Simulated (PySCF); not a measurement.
Se(2+) (selenium, charge +2) across methods

[Ar] 3d10 4s1 4p2 4d1, one real determinant (an excited configuration). All numbers are calculated (PySCF 2.14, scalar relativity through the core potential, in aug-cc-pVTZ-PP with ECP10MDF (6s5p4d2f, 55 functions)).

```json
{"method": "r2SCAN", "E (hartree)": "-370.9674", "mean ε 4s α (eV)": "-43.321", "mean ε 4p α (eV)": "-30.295", "mean ε 4d α (eV)": "-14.103", "Σ⟨r²⟩ (bohr²)": "29.69", "⟨S²⟩": "6.001"}
{"method": "PBE0", "E (hartree)": "-371.0627", "mean ε 4s α (eV)": "-44.499", "mean ε 4p α (eV)": "-31.215", "mean ε 4d α (eV)": "-14.729", "Σ⟨r²⟩ (bohr²)": "29.40", "⟨S²⟩": "6.000"}
{"method": "M06-2X", "E (hartree)": "-371.2646", "mean ε 4s α (eV)": "-46.039", "mean ε 4p α (eV)": "-32.488", "mean ε 4d α (eV)": "-15.202", "Σ⟨r²⟩ (bohr²)": "29.51", "⟨S²⟩": "6.000"}
{"method": "UHF", "E (hartree)": "-369.93517", "mean ε 4s α (eV)": "-50.877", "mean ε 4p α (eV)": "-35.855", "mean ε 4d α (eV)": "-16.192", "Σ⟨r²⟩ (bohr²)": "31.30", "⟨S²⟩": "6.001"}
{"method": "PBE", "E (hartree)": "-371.0900", "mean ε 4s α (eV)": "-42.248", "mean ε 4p α (eV)": "-29.558", "mean ε 4d α (eV)": "-14.064", "Σ⟨r²⟩ (bohr²)": "29.25", "⟨S²⟩": "6.000"}
{"method": "LDA", "E (hartree)": "-370.5112", "mean ε 4s α (eV)": "-42.514", "mean ε 4p α (eV)": "-29.645", "mean ε 4d α (eV)": "-13.931", "Σ⟨r²⟩ (bohr²)": "29.29", "⟨S²⟩": "6.001"}
{"method": "BP86", "E (hartree)": "-371.2382", "mean ε 4s α (eV)": "-42.361", "mean ε 4p α (eV)": "-29.642", "mean ε 4d α (eV)": "-14.116", "Σ⟨r²⟩ (bohr²)": "29.23", "⟨S²⟩": "6.001"}
{"method": "wB97M-V", "E (hartree)": "-370.8839", "mean ε 4s α (eV)": "-47.010", "mean ε 4p α (eV)": "-33.389", "mean ε 4d α (eV)": "-16.291", "Σ⟨r²⟩ (bohr²)": "29.02", "⟨S²⟩": "6.000"}
{"method": "BLYP", "E (hartree)": "-371.0489", "mean ε 4s α (eV)": "-41.994", "mean ε 4p α (eV)": "-29.227", "mean ε 4d α (eV)": "-13.770", "Σ⟨r²⟩ (bohr²)": "29.35", "⟨S²⟩": "6.000"}
```

⟨L²⟩ = 7.21 against 12 for a pure F term, so this real determinant mixes terms. Energies and moments cover only the electrons outside the core potential. The outer electron is Rydberg-like, and this basis confines it to a smaller radius and binds it less than a complete one would.
